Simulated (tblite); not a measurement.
Level: GFN2-xTB in tblite, geometry and Hessian alike; calculated harmonic values, unscaled, isolated species. This tight-binding method is rough: wavenumbers can miss measured ones by several per cent, in bad cases by 10 to 20. Modes of hydrogen on silicon can be 10 to 20 % off. One conformer each. Thermal functions are those of the rigid rotor and harmonic oscillator, without mixing of conformers.

Problem. Order these by their zero-point energy, highest first (kJ/mol).
A. `C(Cn1nccc1C(F)(F)F)=C`
B. `N#Cc1oc(nn1)SC`
C. `C#CCC(=C)C(=C)CC#N`
D. `C=C[C@@H](Cl)[Si@@H](O)CCC`
E. `C[C@@]12CC[C@@](Cl)(CC1=O)C2`

Solution. D (459.9), E (453.0), C (384.5), A (347.9), B (188.2).

```tsv
SMILES	atoms	mass (u)	symmetry number	modes under 300 cm⁻¹	ZPE (kJ/mol)	S translation (J/(mol K))	S rotation	S vibration	S	Cp
C=C[C@@H](Cl)[Si@@H](O)CCC	22	164.04	1	13	459.9	164.2	124.0	132.2	420.3	152.5
C[C@@]12CC[C@@](Cl)(CC1=O)C2	21	158.05	1	6	453.0	163.7	119.6	54.2	337.5	112.4
C#CCC(=C)C(=C)CC#N	19	131.07	1	8	384.5	161.4	119.3	91.3	372.0	128.8
C=CCn1nccc1C(F)(F)F	19	176.06	1	7	347.9	165.0	122.3	95.2	382.5	130.1
CSc1nnc(C#N)o1	12	141.00	1	6	188.2	162.3	117.0	65.7	344.9	101.9
```

Entropies and Cp are for 200 K and 1 bar.
